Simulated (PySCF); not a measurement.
nickel atom (Ni), triplet; PBE0/6-31G** run with PySCF.

The PySCF input:
```python
from pyscf import gto, scf, dft

mol = gto.Mole()
mol.atom = '''
    Ni    0.000000    0.000000    0.000000
'''
mol.basis = '6-31g**'
mol.charge = 0
mol.spin = 2
mol.verbose = 4
mol.build()

mf = dft.UKS(mol)
mf.xc = 'pbe0'
mf.kernel()
```

It wrote (shortened):

```
PySCF version 2.14.0

[INPUT] verbose = 4
[INPUT] num. atoms = 1
[INPUT] num. electrons = 28
[INPUT] charge = 0
[INPUT] spin (= nelec alpha-beta = 2S) = 2
[INPUT] symmetry False subgroup None
[INPUT] Mole.unit = angstrom
[INPUT] Symbol           X                Y                Z      unit          X                Y                Z       unit  Magmom
[INPUT]  1 Ni     0.000000000000   0.000000000000   0.000000000000 AA    0.000000000000   0.000000000000   0.000000000000 Bohr   0.0

nuclear repulsion = 0
number of shells = 12
number of NR pGTOs = 97
number of NR cGTOs = 34
basis = 6-31g**
ecp = {}

******** <class 'pyscf.dft.uks.UKS'> ********
method = UKS
initial guess = minao
damping factor = 0
level_shift factor = 0
DIIS = <class 'pyscf.scf.diis.CDIIS'>
diis_start_cycle = 1
diis_space = 8
diis_damp = 0
SCF conv_tol = 1e-09
SCF conv_tol_grad = None
SCF max_cycles = 50
direct_scf = True
direct_scf_tol = 1e-13
number electrons alpha = 15  beta = 13
XC library pyscf.dft.libxc version 7.1.2
    S. Lehtola, C. Steigemann, M. J. T. Oliveira, and M. A. L. Marques,  SoftwareX 7, 1–5 (2018)
XC functionals = pbe0
    C. Adamo and V. Barone,  J. Chem. Phys. 110, 6158 (1999)
    M. Ernzerhof and G. E. Scuseria,  J. Chem. Phys. 110, 5029 (1999)
radial grids:
    Treutler-Ahlrichs [JCP 102, 346 (1995); DOI:10.1063/1.469408] (M4) radial grids

becke partition: Becke, JCP 88, 2547 (1988); DOI:10.1063/1.454033
pruning grids: <function nwchem_prune>
grids dens level: 3
symmetrized grids: False
atomic radii adjust function: <function treutler_atomic_radii_adjust>
small_rho_cutoff = 0
Set gradient conv threshold to 3.16228e-05
tot grids = 20640
init E= -1507.01302445915

cycle= 1 E= -1484.56826020468  delta_E= 22.4  |g|= 2.95  |ddm|= 8.21

cycle= 2 E= -1500.59089518132  delta_E=  -16  |g|= 3.82  |ddm|= 7.29

cycle= 3 E= -1504.1824717839  delta_E= -3.59  |g|= 3.31  |ddm|= 0.93

cycle= 4 E= -1505.23631136511  delta_E= -1.05  |g|= 2.96  |ddm|= 2.13

cycle= 5 E= -1505.41777312169  delta_E= -0.181  |g|= 2.87  |ddm|= 0.176

cycle= 6 E= -1506.69101543844  delta_E= -1.27  |g|= 2.02  |ddm|= 0.539
cycle= 7 E= -1507.61201825421  delta_E= -0.921  |g|= 0.542  |ddm|= 0.921
cycle= 8 E= -1507.67323850158  delta_E= -0.0612  |g|= 0.0736  |ddm|= 0.175

cycle= 9 E= -1507.65704439252  delta_E= 0.0162  |g|= 0.665  |ddm|= 1.03

cycle= 10 E= -1507.65721657931  delta_E= -0.000172  |g|= 0.664  |ddm|= 0.000444
cycle= 11 E= -1507.65857116781  delta_E= -0.00135  |g|= 0.66  |ddm|= 0.0875

cycle= 12 E= -1507.65831812887  delta_E= 0.000253  |g|= 0.661  |ddm|= 0.0824
cycle= 13 E= -1507.65989620498  delta_E= -0.00158  |g|= 0.656  |ddm|= 0.0194
cycle= 14 E= -1507.65804087206  delta_E= 0.00186  |g|= 0.662  |ddm|= 0.0167
cycle= 15 E= -1507.65221397559  delta_E= 0.00583  |g|= 0.68  |ddm|= 1.04
cycle= 16 E= -1507.71643876617  delta_E= -0.0642  |g|= 0.451  |ddm|= 1.07
cycle= 17 E= -1507.76710908846  delta_E= -0.0507  |g|= 0.00581  |ddm|= 0.436
cycle= 18 E= -1507.76712991689  delta_E= -2.08e-05  |g|= 0.00127  |ddm|= 0.013
cycle= 19 E= -1507.76713416504  delta_E= -4.25e-06  |g|= 0.000542  |ddm|= 0.00377
cycle= 20 E= -1507.76713649105  delta_E= -2.33e-06  |g|= 0.000333  |ddm|= 0.00326
cycle= 21 E= -1507.76713785052  delta_E= -1.36e-06  |g|= 7.35e-05  |ddm|= 0.00477
cycle= 22 E= -1507.76713789103  delta_E= -4.05e-08  |g|= 7.12e-05  |ddm|= 0.000326
cycle= 23 E= -1507.76713797199  delta_E= -8.1e-08  |g|= 6.96e-05  |ddm|= 0.000651
cycle= 24 E= -1507.76713803308  delta_E= -6.11e-08  |g|= 6.94e-05  |ddm|= 0.000492
cycle= 25 E= -1507.76713832598  delta_E= -2.93e-07  |g|= 6.86e-05  |ddm|= 0.00236
cycle= 26 E= -1507.76714415251  delta_E= -5.83e-06  |g|= 0.000281  |ddm|= 0.0585
cycle= 27 E= -1507.76714417931  delta_E= -2.68e-08  |g|= 0.000288  |ddm|= 0.000396
cycle= 28 E= -1507.76714416443  delta_E= 1.49e-08  |g|= 0.000284  |ddm|= 0.000218
cycle= 29 E= -1507.76714608719  delta_E= -1.92e-06  |g|= 0.000607  |ddm|= 0.0419
cycle= 30 E= -1507.76714600117  delta_E= 8.6e-08  |g|= 0.000471  |ddm|= 0.00579
cycle= 31 E= -1507.76714591877  delta_E= 8.24e-08  |g|= 0.000201  |ddm|= 0.00546
cycle= 32 E= -1507.76714650171  delta_E= -5.83e-07  |g|= 0.000421  |ddm|= 0.0289
cycle= 33 E= -1507.7671465785  delta_E= -7.68e-08  |g|= 0.000117  |ddm|= 0.00463
cycle= 34 E= -1507.76714657515  delta_E= 3.35e-09  |g|= 2.33e-05  |ddm|= 0.00158
cycle= 35 E= -1507.76714659147  delta_E= -1.63e-08  |g|= 2.35e-05  |ddm|= 0.00108
cycle= 36 E= -1507.76714660097  delta_E= -9.5e-09  |g|= 2.11e-05  |ddm|= 0.000399
cycle= 37 E= -1507.76714660284  delta_E= -1.87e-09  |g|= 2.04e-05  |ddm|= 5.73e-05
cycle= 38 E= -1507.76714660587  delta_E= -3.03e-09  |g|= 2.03e-05  |ddm|= 0.000207
cycle= 39 E= -1507.76714660672  delta_E= -8.53e-10  |g|= 2.03e-05  |ddm|= 2.35e-05
Extra cycle  E= -1507.76714660939  delta_E= -2.67e-09  |g|= 2.03e-05  |ddm|= 7.31e-05
converged SCF energy = -1507.76714660939  <S^2> = 2.0015318  2S+1 = 3.001021
```
